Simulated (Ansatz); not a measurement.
The cluster ZnO₂⁻. The state is a doublet with charge -1. Geometry PBE0-D4/def2-TZVPD; atoms count from 1.

```
atom   x (Å)   y (Å)   z (Å)
 Zn1   0.000   0.000   0.000
  O2  -1.148  -1.307   0.003
  O3   1.148   1.307  -0.003
```

The structure comes from a short search, and lower isomers may exist.

Estimate the Mulliken populations from the PBE0/def2-TZVPD orbitals of Ansatz.


```
atom  charge (e)  spin (α − β)  d electrons
 Zn1        0.29         -0.18         9.94
  O2       -0.65          0.59            –
  O3       -0.65          0.59            –
```
Mulliken values and Mayer orders depend strongly on the basis. With diffuse functions, as here, like atoms can get unlike values, and bond orders can come out too low or too high.

Where does the spin sit?

Summed by element: Zn -0.18, O 1.18, of 1 unpaired in all. Largest on single atoms: O3 0.59, O2 0.59, Zn1 -0.18.

And the Mayer bond orders between bonded heavy atoms (over 0.3)?

Zn1–O2 1.14 (1.74 Å); Zn1–O3 1.14 (1.74 Å). Values over 0.3 also appear between atoms too far apart for a bond (O2–O3 0.39 at 3.48 Å); they arise where an orbital or an unpaired electron spreads over both atoms.
